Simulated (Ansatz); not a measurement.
`O[SiH2][SiH](F)S` + `[SiH3]P[SiH3]` → `F[SiH]([SiH3])S` + `O[SiH2]P[SiH3]`  (redistribution)

Program: Ansatz. Geometries: PBE0-D4/def2-TZVP. ΔE: electronic, gas phase. CBS: MP2 limit from def2 TZ/QZ plus the TZ coupled-cluster correction, frozen cores. DFT in def2-TZVPP. B3LYP here is the variant with VWN-RPA as its local correlation; programs differ in this. Each species was taken in one conformer, which may not be the lowest.

**Question.** Is it downhill or uphill in electronic energy at CCSD(T)/CBS, and by how much? (An estimate is asked.)

**Answer.** The calculation gave: Downhill: ΔE = -3.1 kcal/mol.

**Question.** What do these levels give: B3LYP-D4, B2PLYP, r2SCAN, HF/def2-TZVPP, MP2/def2-TZVPP, SCS-MP2/def2-QZVPP? (An estimate is asked.)

**Answer.** Computed: B3LYP-D4 -3.0, B2PLYP -3.1, r2SCAN -3.4, HF/def2-TZVPP -2.7, MP2/def2-TZVPP -3.3, SCS-MP2/def2-QZVPP -3.0 kcal/mol.

Largest T1 diagnostic among the species: 0.013.
